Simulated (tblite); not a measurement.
Run record: tight-binding relaxation, `C=C[SiH2][C@@](C)(Cl)C#CC`.

Computed with GFN2-xTB geometry optimisation, gas phase (tblite 0.8.0). Start geometry: from a force field or distance geometry. The command runs a driver script over a list of jobs; the input below is this job's line of settings and its coordinates in Å.

Command:
```bash
OMP_NUM_THREADS=1 python probes_run.py task.json out
```

Input:
```
{"job": {"kind": "relax", "xc": "GFN2-xTB", "basis": "xTB"}, "charge": 0, "multiplicity": 1}
C     -3.667200    -0.924700     0.661500
C     -2.374300    -0.737600     0.873500
Si    -1.248500    -0.348100    -0.507200
C      0.054600     0.911900    -0.113200
C      0.269100     1.711600    -1.382600
Cl    -0.413000     2.014900     1.201700
C      1.333700     0.258400     0.195800
C      2.395100    -0.271700     0.475800
C      3.694700    -0.910600     0.791100
H     -4.314200    -1.158800     1.520000
H     -4.087000    -0.834000    -0.350100
H     -1.986900    -0.834900     1.872400
H     -2.109800     0.287000    -1.548000
H     -0.684500    -1.544200    -1.166800
H      0.804200     1.018300    -2.089000
H      0.986900     2.523800    -1.149000
H     -0.681500     2.061200    -1.827100
H      3.994200    -1.611700    -0.015900
H      4.472900    -0.122500     0.840400
H      3.556400    -1.477500     1.713400
```

Output:
```
step      E/eV     max force
  0    -728.06611    1.894
  1    -728.21507    2.873
  2    -728.23747    3.193
  3    -728.34292    0.479
  4    -728.36837    0.405
  5    -728.40559    0.658
  6    -728.41828    0.423
  7    -728.42856    0.200
  8    -728.43600    0.286
  9    -728.44383    0.251
... (144 lines left out)
154    -728.58672    0.013
155    -728.58675    0.012
156    -728.58678    0.011
157    -728.58680    0.010
158    -728.58683    0.014
159    -728.58686    0.016
160    -728.58689    0.013
161    -728.58692    0.014
162    -728.58694    0.011
163    -728.58695    0.008
```

«max force» is the largest atomic force in eV/Å.

Summary of the converged run: energy lowered by 12.0 kcal/mol over 163 steps; largest atomic force 0.008 eV/Å at the end.

The run took 2.8 s wall on one thread of an Arm Neoverse N1, shared host with 64 logical CPUs at a one-minute load of 56.
Labels such as C1 count atoms from 1, the log's own numbers from 0.
